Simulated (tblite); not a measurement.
C7H6NS (doublet state).
Numbering: `[S:1]=[CH:2][CH:3][c:4]1[cH:5][cH:6][n:7][cH:8][cH:9]1` (hydrogens: H10 on C2; H11 on C3; H12 on C5; H13 on C6; H14 on C8; H15 on C9)

Structure optimised with GFN2-xTB, isolated species. This method treats the open shell by occupation alone, without spin polarisation.

**Question.** What internal coordinates does the optimisation give?

**Answer.** 
| bond | length (bohr) | order |
| --- | --- | --- |
| S1=C2 | 3.202 | double |
| C2–C3 | 2.559 | single |
| C3–C4 | 2.719 | single |
| C4–C5, C4–C9 | 2.649 | aromatic |
| C5–C6, C8–C9 | 2.610 | aromatic |
| C6–N7, N7–C8 | 2.495 | aromatic |
| C2–H10 | 2.049 | single |
| C3–H11 | 2.046 | single |
| C5–H12, C9–H15 | 2.043 | single |
| C6–H13, C8–H14 | 2.044 | single |

Bonds in one row agree within 0.02 bohr and their mean is given. Orders are formal, as drawn. A selection of angles:
| angle | degrees |
| --- | --- |
| S1–C2–C3 | 129.5 |
| C2–C3–C4 | 127.7 |
| C3–C4–C5 | 124.1 |
| C3–C4–C9 | 119.0 |
| C5–C4–C9 | 116.9 |
| C4–C5–C6 | 119.5 |
| C5–C6–N7 | 122.5 |
| C6–N7–C8 | 119.1 |

Dihedral angles: S1–C2–C3–C4 0° (synperiplanar); C2–C3–C4–C5 -1° (synperiplanar).

C3 (carbon bonded to 2 C and H) is planar (angles 127.7°, 116.9° and 115.4°, sum 360.0°, 0.00 Å off the plane of its three neighbours). C6 (carbon bonded to C, N and H) is planar (angles 122.5°, 121.4° and 116.0°, sum 360.0°, 0.00 Å off the plane of its three neighbours). The 9 heavy atoms lie in one plane (0.006 Å rms). The 6-membered ring C4–C5–C6–N7–C8–C9 has internal angles of 116.9° to 123.1°; it is planar, 0.00 Å rms from its mean plane, widest ring torsion 0°. C2 (carbon bonded to C, S and H) is planar (angles 129.5°, 117.9° and 112.6°, sum 360.0°, 0.00 Å off the plane of its three neighbours). C4 (carbon bonded to 3 C) is planar (angles 124.1°, 119.0° and 116.9°, sum 360.0°, 0.00 Å off the plane of its three neighbours). C5 (carbon bonded to 2 C and H) is planar (angles 120.3°, 120.2° and 119.5°, sum 360.0°, 0.00 Å off the plane of its three neighbours).

Point group: Cs (every atom within 0.08 Å of its image). Its GFN2-xTB frequencies are all real (lowest 42 cm⁻¹).

Time: 0.55 s of wall time. Hardware: Arm Neoverse V2, one thread, no GPU (shared host). This is the geometry optimisation.

One conformer stands for the species.

These are computed values.
